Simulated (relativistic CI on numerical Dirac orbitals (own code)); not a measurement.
**Hg3+: 5p photoemission**

Computed with this model: Dirac-Coulomb-Breit CI, separate exchange-only KLI orbitals for each configuration, QED by a radiative potential, valence Slater integrals scaled by 0.9, multiplet model of photoemission in the sudden approximation; configurations [Xe] 4f14 5d9 → [Kr] 4d10 4f14 5s2 5p5 5d9; 300 K; Lorentzian 1.05 eV and Gaussian 0.6 eV FWHM. Energies are those of the free ion, without screening or charge transfer. The energies are binding energies and can lie tens of eV above those of solids. S is read from ⟨S²⟩ = S(S + 1).

Field parameters in Wybourne normalisation: Oh B⁴₀ = 21Dq, B⁴₄ = √(5/14) B⁴₀. The field is a parameter set, without covalency.

Computed curve for Oh, 10Dq = 19350 cm⁻¹, scaled to 100 at the maximum (points under 2 are left out and the grid is thinned):

| Energy (eV) | Intensity |
| --- | --- |
| 101.2 | 2.1 |
| 101.6 | 2.5 |
| 102.0 | 3.0 |
| 102.6 | 4.0 |
| 103.0 | 5.0 |
| 103.4 | 6.6 |
| 103.8 | 9.0 |
| 104.2 | 13.1 |
| 104.6 | 21.1 |
| 105.2 | 51.9 |
| 105.6 | 84.9 |
| 106.0 | 100.0 |
| 106.4 | 91.2 |
| 106.8 | 76.4 |
| 107.4 | 47.4 |
| 107.8 | 35.3 |
| 108.2 | 30.6 |
| 108.6 | 26.0 |
| 109.0 | 24.2 |
| 109.6 | 22.3 |
| 110.0 | 19.1 |
| 110.4 | 19.0 |
| 110.8 | 24.2 |
| 111.2 | 34.8 |
| 111.6 | 40.8 |
| 112.2 | 36.3 |
| 112.6 | 27.7 |
| 113.0 | 19.3 |
| 113.4 | 17.0 |
| 113.8 | 16.5 |
| 114.4 | 11.1 |
| 114.8 | 7.3 |
| 115.2 | 4.8 |
| 115.6 | 3.5 |
| 116.0 | 2.7 |
| 116.6 | 2.1 |
| 123.0 | 2.3 |
| 123.4 | 2.7 |
| 123.8 | 3.4 |
| 124.2 | 4.5 |
| 124.6 | 6.2 |
| 125.2 | 12.2 |
| 125.6 | 22.3 |
| 126.0 | 39.8 |
| 126.4 | 51.4 |
| 126.8 | 41.6 |
| 127.4 | 22.8 |
| 127.8 | 22.8 |
| 128.2 | 33.4 |
| 128.6 | 50.0 |
| 129.0 | 50.9 |
| 129.6 | 26.4 |
| 130.0 | 18.6 |
| 130.4 | 14.1 |
| 130.8 | 9.2 |
| 131.2 | 5.8 |
| 131.6 | 4.1 |
| 132.2 | 2.8 |
| 132.6 | 2.4 |
| 133.0 | 2.1 |

The ground state has S = 0.50, and the centroid lies at 114.58 eV.
